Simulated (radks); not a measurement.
Values are calculated unless marked as measured or tabulated.
Problem. Mean orbital radii <r> (bohr) of the indium ion In3+, [Kr] 4d10, of relativity; Dirac values are averaged over j with weights 2j + 1. Spin-unpolarised spherical Kohn-Sham, PBEsol, point nucleus unless stated (finite: rms radius 4.6156 fm), a radial shooting solver on a logarithmic mesh with Libxc functionals. A level marked "c x" has the speed of light scaled by that factor and shares open shells by 2j + 1; other Dirac levels either fill j = l - 1/2 first or share by 2j + 1.

| shell | non-rel. |
|---|---|
| 1s | 0.03106 |
| 2s | 0.1344 |
| 2p | 0.1146 |
| 3s | 0.3619 |
| 3p | 0.3531 |
| 3d | 0.3244 |
| 4s | 0.8783 |
| 4p | 0.9338 |
| 4d | 1.142 |

Give the values at the level "Dirac, c x 1.25".

Solution. 
shell  Dirac, c x 1.25  change of magnitude (%)
1s             0.03022                    -2.73
2s              0.1304                    -2.93
2p              0.1130                    -1.47
3s              0.3535                    -2.33
3p              0.3492                    -1.10
3d              0.3245                    +0.01
4s              0.8590                    -2.20
4p              0.9252                    -0.92
4d               1.147                    +0.48
